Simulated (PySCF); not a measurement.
## C6H10FO: g tensor and hyperfine couplings

Species: C6H10FO (doublet state).
Z-matrix (Å and degrees, GFN2-xTB geometry), rows numbered from 1:
```
F 
C   1  1.3875
C   2  1.5275  1  109.53
C   3  1.5418  2  113.41  1   -44.07
C   4  1.4784  3  114.38  2   -70.37
C   5  1.4795  4  121.56  3    45.65
O   6  1.4328  5  112.60  4   -58.58
C   7  1.3960  6  115.28  5    91.85
H   2  1.0977  1  104.67  3   118.09
H   3  1.0905  2  108.06  1  -166.28
H   3  1.0917  2  108.48  1    75.89
H   4  1.1004  3  106.89  2    51.58
H   4  1.0914  3  108.49  2   166.90
H   5  1.0747  4  119.35  3  -131.57
H   6  1.0931  5  110.46  4  -176.11
H   6  1.1042  5  111.43  4    63.29
H   8  1.0928  2  109.17  1  -137.86
H   8  1.1019  2  107.38  1   -20.05
```

The hyperfine couplings belong to this conformer and change with its torsions.

As a line formula: `F[C@@H]1CC[CH]COC1` [radical].

Theory: UKS B3LYP, pcH-1 on C F H O, non-relativistic, mean-field spin-orbit, GIAO in PySCF 2.14.0. The structure is a single GFN2-xTB conformer in the gas phase; no vibrational or solvent corrections. GFN2-xTB frequencies show an imaginary mode (22i cm⁻¹), so this geometry is no minimum at that level. Couplings are sensitive to structure, and on GFN2-xTB geometries they can be far from those on DFT ones. The SCF solution wasn't tested for stability.

```json
{
 "g1, g2, g3": "2.00192, 2.00248, 2.00278",
 "g_iso": "2.00239",
 "Form of g": "rhombic: the two nearest values differ by 35 % of g3 − g1",
 "⟨S²⟩": "0.7539 (exact 0.7500)",
 "HOMO–LUMO gap, α and β orbitals": "6.48, 5.51 eV",
 "Total energy": "-409.67889 Eh"
}
```

Hyperfine couplings atom by atom, in mT; T1 to T3 are the principal values of the dipolar part (MHz turned into mT with g_iso):

```
atom  isotope  a_iso     T1     T2    T3  Mulliken spin population
  F1      19F   0.24  -0.15  -0.09  0.23                      0.00
  C2      13C  -0.05  -0.02  -0.01  0.03                      0.00
  C3      13C   1.61  -0.13  -0.12  0.25                      0.03
  C4      13C  -1.13  -0.08   0.02  0.06                     -0.08
  C5      13C   3.14  -2.84  -2.83  5.67                      1.02
  C6      13C  -1.06  -0.08  -0.02  0.10                     -0.06
  O7      17O  -1.16  -0.63   0.30  0.33                      0.04
  C8      13C  -0.06  -0.03  -0.03  0.06                      0.00
  H9       1H   0.07  -0.04  -0.03  0.07                      0.00
 H10       1H  -0.11  -0.17  -0.08  0.24                      0.00
 H11       1H   0.18  -0.09  -0.06  0.15                      0.00
 H12       1H   4.58  -0.20  -0.11  0.32                      0.05
 H13       1H   0.33  -0.18  -0.14  0.32                      0.00
 H14       1H  -2.26  -1.38   0.00  1.38                     -0.05
 H15       1H   0.25  -0.22  -0.14  0.36                      0.00
 H16       1H   2.91  -0.22  -0.09  0.31                      0.04
 H17       1H   0.07  -0.05  -0.04  0.08                      0.00
 H18       1H   0.05  -0.06  -0.03  0.10                      0.00
```

The Mulliken spin populations are largest on C5 (+1.02) and C4 (-0.08). No atom but C5 exceeds +0.15. The positive populations add up to 1.19 and the negative ones to -0.19, together 2S = 1. The angles at C5 add up to 359.9°, so it is planar; its axial dipolar tensor and the negative coupling of its proton fit spin in a p orbital normal to that plane.

Under fast tumbling the dipolar parts average out, and these isotropic splittings remain (the largest six): 1 × 1H (H12, I = 1/2, 2 lines) with 4.58 mT, 1 × 1H (H16, I = 1/2, 2 lines) with 2.91 mT, 1 × 1H (H14, I = 1/2, 2 lines) with 2.26 mT, 1 × 1H (H13, I = 1/2, 2 lines) with 0.33 mT, 1 × 1H (H15, I = 1/2, 2 lines) with 0.25 mT and 1 × 19F (F1, I = 1/2, 2 lines) with 0.24 mT.

The 13C coupling of C5 (87.9 MHz) shows only in satellite lines or after enrichment, since that isotope makes up about 1.07 % of natural carbon.

The 17O coupling of O7 (-32.5 MHz) shows only in satellite lines or after enrichment, since that isotope makes up about 0.038 % of natural oxygen.

The spin density at the nucleus, in bohr⁻³, is negative for C4 (-0.0282), C6 (-0.0264) and H14 (-0.0142), for instance. A restricted open-shell determinant has no negative spin density anywhere; here it arises because α and β orbitals differ (spin polarisation).
